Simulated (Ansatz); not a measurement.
Mulliken charges of CH$_{3}$Cl$_{2}$InO, SMILES `C[O][In]([Cl])[Cl]` from B3LYP/def2-TZVPP in Ansatz (PBE0-D4/def2-TZVP geometry).

```json
{"atom": "C1", "x (Å)": "0.021", "y (Å)": "-0.843", "z (Å)": "1.102", "charge (e)": "-0.104"}
{"atom": "O2", "x (Å)": "0.401", "y (Å)": "0.452", "z (Å)": "0.688", "charge (e)": "-0.476"}
{"atom": "In3", "x (Å)": "0.082", "y (Å)": "1.092", "z (Å)": "-1.133", "charge (e)": "0.958"}
{"atom": "Cl4", "x (Å)": "-1.101", "y (Å)": "-0.268", "z (Å)": "-2.575", "charge (e)": "-0.341"}
{"atom": "Cl5", "x (Å)": "0.831", "y (Å)": "3.156", "z (Å)": "-1.786", "charge (e)": "-0.326"}
{"atom": "H6", "x (Å)": "-0.347", "y (Å)": "-0.782", "z (Å)": "2.130", "charge (e)": "0.101"}
{"atom": "H7", "x (Å)": "0.883", "y (Å)": "-1.520", "z (Å)": "1.086", "charge (e)": "0.096"}
{"atom": "H8", "x (Å)": "-0.770", "y (Å)": "-1.288", "z (Å)": "0.486", "charge (e)": "0.092"}
```

Task: By hand: the dipole of these point charges (1 e Å = 4.8032 D).

Result: Σ q r = (-0.031, -0.362, 0.297) e Å, of length 0.469 e Å = 2.25 D.

Task: How does the dipole of the full density compare? (Best estimate.)

Result: Ansatz gave: (-0.020, -0.235, 0.187) e Å, 1.45 D; the point charges give 1.55 times that, at 1° from its direction.

Point charges leave out the atoms' own dipoles, such as those of lone pairs, and Mulliken's split depends on the basis, so the two needn't agree.

B3LYP here is the variant with VWN-RPA as its local correlation; programs differ in this.
